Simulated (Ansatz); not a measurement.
`[CH3][GeH]([F])[F]` + H₂Se → `[F][GeH]([F])[SeH]` + CH₄ at 500 K and 1 bar (ligand exchange at a Ge–C bond).

Gas-phase electronic energies from Ansatz, PBE0-D4/def2-TZVP geometries. CBS: MP2 limit from def2 TZ/QZ plus the TZ coupled-cluster correction, frozen cores. This one scheme is used for every species. For Ge, Se outer-core shells are correlated without core-valence functions, which leaves a few kJ/mol of doubt a bond. Scalar relativity is left out up to krypton. One conformer a species, not always the lowest.

```csv
species,CCSD(T)/CBS energy (Eh),H − E (kJ/mol),S (J/(mol·K))
`[CH3][GeH]([F])[F]`,-2316.24489,168.3,377.4
H₂Se,-2401.89790,53.1,237.8
`[F][GeH]([F])[SeH]`,-4677.70208,93.4,396.6
CH₄,-40.46206,135.6,206.8
```

H − E and S are ideal-gas, rigid-rotor, harmonic terms from PBE0-D4/def2-TZVP, for one conformer and one mirror image of each species. 1 Eh = 2625.50 kJ/mol, R = 8.31446 J/(mol·K).

Q: By hand: ΔE, ΔH, ΔS and ΔG.

A: ΔE = (-4677.70208) + (-40.46206) − (-2316.24489) − (-2401.89790) = -0.02135 Eh = -56.1 kJ/mol. Δ(H − E) = 93.4 + 135.6 − 168.3 − 53.1 = 7.6, so ΔH = -48.5 kJ/mol. ΔS = 396.6 + 206.8 − 377.4 − 237.8 = -11.8 J/(mol·K). ΔG = -48.5 − 500 × (-11.8)/1000 = -42.6 kJ/mol.

Q: By hand: the equilibrium constant, and the temperature at which ΔG would vanish if ΔH and ΔS stayed fixed.

A: log₁₀ K = −ΔG/(RT ln 10) = 4.5. ΔG = 0 at ΔH/ΔS = 4110 K, far beyond where these terms or the molecules hold.

The number of gas molecules stays the same, so ΔS is small and ΔH decides. A doubt of 5 kJ/mol in ΔE shifts log₁₀ K by 0.5 here. Other conformers and mirror images would add mixing entropy, several J/(mol·K) or more a flexible species. These are equilibria of isolated gas molecules and say nothing of rates. Largest T1 diagnostic: 0.012 (customary marks: 0.02 for closed shells, 0.045 for open ones).
